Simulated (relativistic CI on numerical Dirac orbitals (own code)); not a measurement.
## Bi⁴³⁺: q coefficients and field-shift factors

These numbers are calculated, not measured: Dirac-Coulomb-Breit CI, separate exchange-only KLI orbitals for each configuration, derivatives by finite differences, unscaled Slater integrals, QED left out (own radial code, finite nucleus).

CI space (outside the closed core [Ar] 3d10 4s2): 4p⁶4d⁴, 4p⁶4d³4f, 4p⁵4d⁵, 4p⁶4d²4f², 4p⁶4d²5s². Levels of other configurations are missing.

With x = (α/α₀)² − 1 an excitation energy changes as ω = ω₀ + qx; K = 2q/ω₀ is the relative enhancement. Terms are leading LS components, so labels can repeat. The field-shift factor is F = δν/δ⟨r²⟩ for the transition from the lowest level.

Lowest level 4p⁶4d⁴ ³P0.

```
     Level  ω₀ (cm⁻¹)  q (cm⁻¹)  F (GHz/fm²)
4p⁶4d⁴ ⁵D1     235517    276800         11.9
4p⁶4d⁴ ³F4     287621    274900         12.4
4p⁶4d⁴ ⁵D2     294770    287800         12.9
4p⁶4d⁴ ³F3     308398    283700           13
4p⁶4d⁴ ⁵D0     505810    551200         24.1
4p⁶4d⁴ ⁵D2     508569    540900         23.8
4p⁶4d⁴ ³H4     521150    552700         24.3
4p⁶4d⁴ ⁵D3     526385    552400         24.4
4p⁶4d⁴ ³H5     546119    548500         24.5
4p⁶4d⁴ ³D1     559637    556800         24.9
4p⁶4d⁴ ¹I6     560967    548400         24.6
4p⁶4d⁴ ³F3     574643    546400         24.7
4p⁶4d⁴ ³G4     579339    552200           25
4p⁶4d⁴ ³F2     582951    553200         25.1
4p⁶4d⁴ ³F2     627842    554200         25.7
4p⁶4d⁴ ³F4     649409    557200           26
4p⁶4d⁴ ¹D2     694861    565200         26.8
4p⁶4d⁴ ³P0     751653    588900         28.3
4p⁶4d⁴ ⁵D4     792616    821400         36.4
4p⁶4d⁴ ³F3     796069    822200         36.5
4p⁶4d⁴ ³D1     814542    822100         36.7
4p⁶4d⁴ ³G5     824042    827200         36.9
4p⁶4d⁴ ³H6     829246    825000         36.9
```

At this charge energies of transitions that change n are usually good to better than 1 %, and those within a shell (Δn = 0) to a few per cent.

Q: Which transition from the lowest level has the largest |K|?

A: 4p⁶4d⁴ ⁵D1 at 235517 cm⁻¹, K = 2.35.
